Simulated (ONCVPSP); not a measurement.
**Transferability test, ONCV potential for Ta**

ONCVPSP 4.0.1 input, shortened (lines: element, Z, core and valence counts, functional; n l f; lmax; l rc ep ncon nbas qcut; lloc lpopt rc5 dvloc0; l nproj debl; icmod fcfact rcfact), PBE, scalar-relativistic:

```
  Ta 73.00   10    4        4      upf
    1    0    2.00
    2    0    2.00
    2    1    6.00
    3    0    2.00
    3    1    6.00
    3    2   10.00
    4    0    2.00
    4    1    6.00
    4    2   10.00
    4    3   14.00
    5    0    2.00
    5    1    6.00
    5    2    3.00
    6    0    2.00
    2
    0    1.80    0.00    4    7    7.50
    1    1.25    0.00    4    8    7.60
    2    2.65    0.00    4    8    6.00
    4    5    1.15    0.00
    0    2    2.30
    1    2    3.60
    2    2    1.90
    3    2.25    1.75
```

Energies are relative to the spin-unpolarised reference configuration 5s2 5p6 5d3 6s2; without spin polarisation the order of configurations can differ from experiment.

```json
{"valence configuration": "5s2 5p6 5d3 6s1", "charge": "+1", "ΔE all-electron (eV)": "8.468", "error AE − PS (meV)": "-5.9"}
{"valence configuration": "5s2 5p6 5d3 6s0", "charge": "+2", "ΔE all-electron (eV)": "23.440", "error AE − PS (meV)": "-29"}
{"valence configuration": "5s2 5p6 5d2 6s0", "charge": "+3", "ΔE all-electron (eV)": "47.044", "error AE − PS (meV)": "-83"}
```

What are ΔE and the potential's error for 5s2 5p6 5d2 6s2?

ΔE = 7.681 eV all-electron; the error (AE − PS) is -7.0 meV.

Levels in the configuration 5s2 5p6 5d3 6s1:

```csv
level,all-electron (eV),pseudo (eV)
5s,-80.206,-80.236
5p,-46.622,-46.627
5d,-10.487,-10.487
6s,-11.620,-11.627
```

Note: no bound ghost flagged; GHOST(+) flagged for s at 104.2 eV, p at 341.2 eV.
